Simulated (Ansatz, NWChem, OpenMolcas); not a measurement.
## Errors in the dipole moment

10 molecules; the dipole moment in D, computed less measured. Shapes, held fixed at every level: PBE0-D4/def2-TZVP. No vibrational averaging. Dipoles are compared by magnitude; molecules under 1 D, whose direction can flip, are left out. Programs: Ansatz 0.2.0, NWChem 7.3.0, OpenMolcas 26.06. A level may come from different programs for different species; with the same settings they agree closely. Measured values: NIST CCCBDB.

Levels: A = SVWN5/aug-cc-pVDZ; B = TPSS/aug-cc-pVDZ; C = BHLYP/aug-cc-pVDZ.

```
                     molecule  measured      A      B      C
     CH2Cl2 (dichloromethane)      1.60  +0.03  +0.05  +0.14
      CH2F2 (difluoromethane)      1.97  -0.14  -0.14  +0.08
CHBrF2 (bromodifluoromethane)      1.50  -0.16  -0.15  -0.03
        SiH3Cl (chlorosilane)      1.31  +0.05  +0.01  +0.16
 C2H2F2 (vinylidene fluoride)      1.38  -0.23  -0.23  +0.03
       C2H3Br (vinyl bromide)      1.42  -0.03  +0.03  +0.15
     C2H3FO (acetyl fluoride)      2.96   0.00  -0.08  +0.17
             C2H4S (thiirane)      1.85  +0.02  +0.09  +0.16
           CH5N (methylamine)      1.31  -0.01  -0.05  +0.03
           C2H5F (SMILES CCF)      1.96  -0.08  -0.11  +0.07
```

(1) Which level does best on this set, which worst, and which err to one side?

Answers

(1) 
```json
{"level": "SVWN5/aug-cc-pVDZ", "kind": "LDA", "mean error": "-0.055", "mean absolute error": "0.075", "worst case": "C2H2F2"}
{"level": "TPSS/aug-cc-pVDZ", "kind": "meta-GGA", "mean error": "-0.058", "mean absolute error": "0.094", "worst case": "C2H2F2"}
{"level": "BHLYP/aug-cc-pVDZ", "kind": "global hybrid", "mean error": "+0.096", "mean absolute error": "0.102", "worst case": "C2H3FO"}
```

On this set SVWN5/aug-cc-pVDZ has the smallest mean absolute error and BHLYP/aug-cc-pVDZ the largest. Without C2H3FO the largest would be that of TPSS/aug-cc-pVDZ. BHLYP/aug-cc-pVDZ is too high in 9 of 10. The smallest two are near a tie. The largest two are near a tie. Relativity is left out for Br. The set is small.
